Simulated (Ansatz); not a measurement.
Frontier orbitals of `[F][Sn]([F])([F])[c]1ccccc1`.

```xyz
15

F    -2.477    1.277   -2.481
Sn   -2.392    0.515   -0.742
F    -3.284    1.726    0.418
F    -3.599   -0.946   -0.851
C    -0.436    0.087   -0.134
C    -0.113    0.121    1.219
C     1.186   -0.161    1.616
C     2.150   -0.472    0.668
C     1.824   -0.500   -0.679
C     0.529   -0.220   -1.088
H    -0.859    0.372    1.964
H     1.443   -0.134    2.668
H     3.164   -0.691    0.983
H     2.580   -0.739   -1.418
H     0.284   -0.236   -2.144
```

Charge 0, multiplicity 1. Correlated methods include outer-core shells of Sn, which these sets cover unevenly. Sn: def2 effective core potential. All single points use the PBE0-D4/def2-TZVP geometry. It is one conformer, not always the lowest. Basis def2-TZVPP, the Gaussian-basis code of Ansatz.

```csv
functional,HOMO (eV),LUMO (eV),gap (eV)
PBE,-7.30,-2.73,4.57
revPBE,-7.22,-2.57,4.65
BLYP,-7.11,-2.70,4.41
r2SCAN,-7.50,-2.47,5.03
PBE0,-8.31,-1.73,6.58
r2SCAN0,-8.45,-1.58,6.87
ωB97X-V,-10.45,0.45,10.90
ωB97M-V,-10.38,0.32,10.70
```

From PBE to PBE0 the HOMO moves by −1.00 eV and the LUMO by +0.99 eV, and with ωB97M-V by −3.08 and +3.05 eV, so the gap grows from 4.58 to 10.71 eV with exact exchange. A positive LUMO is unbound and depends on the basis.
